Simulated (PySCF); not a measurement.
**How methods differ on the ionisation energy of Co²⁺**

Co²⁺ [Ar] 3d7 (4F) → Co³⁺ [Ar] 3d6 (5D), as a difference of total energies. Calculation: PySCF 2.14, in aug-cc-pwCVTZ-DK (10s9p7d4f3g, 127 functions); the spin-free X2C one-electron Hamiltonian (Gaussian nucleus). Correlated levels: valence: [Ar] frozen; valence and next inner shell: [Ne] frozen; nothing frozen. The calculations carry no spin-orbit coupling.

```
                                method  ionisation energy (eV)  plus first-order spin-orbit estimate  difference from reference of that sum (eV)
                                   UHF                  31.195                                31.224                                      -2.276
                                   LDA                  34.377                                34.406                                      +0.906
                                   PBE                  34.141                                34.170                                      +0.670
                                  PBE0                  33.692                                33.721                                      +0.221
                                r2SCAN                  33.763                                33.792                                      +0.292
                               wB97M-V                  33.727                                33.756                                      +0.256
                                 TPSSh                  33.938                                33.967                                      +0.467
                             BHandHLYP                  33.350                                33.380                                      -0.120
                         MP2 (valence)                  33.149                                33.178                                      -0.322
                     SCS-MP2 (valence)                  33.283                                33.312                                      -0.188
    MP2 (valence and next inner shell)                  33.598                                33.628                                      +0.128
SCS-MP2 (valence and next inner shell)                  33.559                                33.589                                      +0.089
                   MP2 (all electrons)                  33.617                                33.646                                      +0.146
               SCS-MP2 (all electrons)                  33.565                                33.594                                      +0.094
```

Reference: 33.5 ± 0.06 eV (semi-empirical (NIST evaluation); NIST Atomic Spectra Database, ionization energies).

A first-order spin-orbit estimate (lowest level to lowest level, LS coupling) adds 0.030 eV.

Errors of the correlated levels include the incompleteness of this basis and the frozen core.
